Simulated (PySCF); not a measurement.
Record of a relaxation.

Compound: CH7AsPb.
SMILES with atom numbers: `[CH3:1][PbH2:2][AsH2:3]` (hydrogens: H4, H5, H6 on C1; H7, H8 on Pb2; H9, H10 on As3)

Computed by this run: PySCF 2.14.0, PBE0-D3(BJ)/def2-SVP geometry optimisation, gas phase, def2 core potentials past Kr; density fitting, grid level 1; the optimiser is geomeTRIC in internal coordinates, started from a GFN2-xTB structure with every atom displaced at random (about 0.01 Å). The frame can shift and turn from step to step; on so coarse a grid that alone can change the energy by a few meV, and forces under 0.02 eV/Å are noise.

Step 0: E = -67222.4712 eV, largest atomic force 1.476 eV/Å
```
atom  x, y, z in Å  |  force x, y, z in eV/Å
C1     -1.364    0.924    0.057    1.246   0.195  -0.434
Pb2    -0.112   -0.969   -0.094   -0.597   0.396   0.034
As3     2.515   -0.661    0.084    0.260  -0.453   0.428
H4     -2.389    0.653    0.011   -1.370  -0.547  -0.030
H5     -1.162    1.599   -0.787    0.195  -0.105  -0.003
H6     -1.186    1.459    0.986    0.240   0.084   0.400
H7     -0.680   -2.084    1.148    0.050  -0.039   0.161
H8     -0.506   -1.769   -1.614    0.042  -0.003  -0.180
H9      2.539    0.408   -0.951   -0.016   0.427  -0.672
H10     2.395    0.420    1.137   -0.050   0.045   0.296
```

Step 1: E = -67222.5572 eV, largest atomic force 0.411 eV/Å
```
atom  x, y, z in Å  |  force x, y, z in eV/Å
C1     -1.277    0.942   -0.073   -0.366  -0.094   0.162
Pb2    -0.179   -1.003   -0.055   -0.083  -0.079  -0.052
As3     2.466   -0.658    0.237    0.006   0.207  -0.158
H4     -2.358    0.720   -0.139    0.205   0.070   0.000
H5     -0.966    1.528   -0.941    0.082   0.066  -0.111
H6     -1.074    1.496    0.853    0.044  -0.018  -0.020
H7     -0.793   -2.048    1.247    0.064   0.074  -0.052
H8     -0.495   -1.823   -1.603    0.067   0.015   0.073
H9      2.477    0.424   -0.864   -0.005  -0.198   0.188
H10     2.256    0.400    1.322   -0.015  -0.044  -0.030
```

Step 2: E = -67222.5636 eV, largest atomic force 0.085 eV/Å
```
atom  x, y, z in Å  |  force x, y, z in eV/Å
C1     -1.283    0.946   -0.071   -0.072  -0.019   0.013
Pb2    -0.182   -1.003   -0.062   -0.053   0.050  -0.045
As3     2.460   -0.660    0.237    0.000   0.000   0.000
H4     -2.360    0.735   -0.138    0.030   0.018  -0.007
H5     -0.962    1.533   -0.941    0.020  -0.005   0.012
H6     -1.068    1.494    0.856    0.033  -0.008  -0.004
H7     -0.781   -2.038    1.240    0.005  -0.012   0.048
H8     -0.478   -1.831   -1.598    0.028  -0.020  -0.021
H9      2.473    0.407   -0.856    0.009  -0.002  -0.005
H10     2.238    0.396    1.317   -0.002  -0.002   0.009
```

Step 3: E = -67222.5647 eV, largest atomic force 0.044 eV/Å
```
atom  x, y, z in Å  |  force x, y, z in eV/Å
C1     -1.283    0.947   -0.071    0.017   0.018  -0.016
Pb2    -0.189   -1.003   -0.068   -0.035  -0.011  -0.019
As3     2.453   -0.661    0.239   -0.004  -0.033   0.028
H4     -2.361    0.749   -0.138   -0.025   0.005  -0.004
H5     -0.953    1.534   -0.938    0.000  -0.007   0.021
H6     -1.058    1.488    0.857    0.013  -0.004   0.002
H7     -0.782   -2.034    1.244    0.011   0.004   0.011
H8     -0.470   -1.840   -1.603    0.015  -0.006   0.000
H9      2.474    0.402   -0.855    0.006   0.030  -0.030
H10     2.226    0.395    1.318    0.002   0.004   0.007
```

Step 4: E = -67222.5649 eV, largest atomic force 0.052 eV/Å
```
atom  x, y, z in Å  |  force x, y, z in eV/Å
C1     -1.283    0.951   -0.072    0.048   0.005  -0.017
Pb2    -0.198   -1.005   -0.074   -0.015  -0.004  -0.002
As3     2.445   -0.665    0.242   -0.004  -0.008   0.007
H4     -2.362    0.767   -0.140   -0.024  -0.001   0.002
H5     -0.944    1.538   -0.936   -0.005   0.001   0.004
H6     -1.045    1.484    0.858   -0.005  -0.003   0.006
H7     -0.784   -2.030    1.246    0.002   0.001   0.002
H8     -0.464   -1.852   -1.606   -0.001   0.000   0.002
H9      2.476    0.397   -0.854    0.001   0.009  -0.005
H10     2.216    0.393    1.320    0.003   0.001   0.000
```

Step 5: E = -67222.5649 eV, largest atomic force 0.021 eV/Å
```
atom  x, y, z in Å  |  force x, y, z in eV/Å
C1     -1.279    0.953   -0.073    0.019   0.006  -0.008
Pb2    -0.202   -1.007   -0.075   -0.001  -0.011   0.003
As3     2.441   -0.668    0.243    0.001   0.001  -0.002
H4     -2.360    0.774   -0.140   -0.005   0.002   0.002
H5     -0.938    1.540   -0.936   -0.002   0.003   0.000
H6     -1.039    1.482    0.858   -0.006   0.000   0.003
H7     -0.787   -2.028    1.247   -0.001   0.002  -0.002
H8     -0.466   -1.855   -1.607   -0.004   0.000   0.002
H9      2.475    0.396   -0.853   -0.001  -0.001   0.002
H10     2.213    0.390    1.321    0.000  -0.002   0.001
```

Question: Summarise the path.

Answer: The energy falls by 0.0937 eV from step 0 to step 5; nine tenths of that is first reached at step 1. It never rises by more than 0.2 meV. The largest force goes from 1.476 to 0.021 eV/Å. Among the bonds As3–H9 changes most (a near tie, within 0.001 Å, with another), from 1.488 to 1.528 Å; the atoms move by 0.109 Å rms after alignment.

What follows is the cost of the whole optimisation. Time: 99 s wall, 89 s CPU; peak memory 0.45 GiB. Hardware: one thread, Intel Xeon at 2.50 GHz (x86_64), no GPU, shared host.
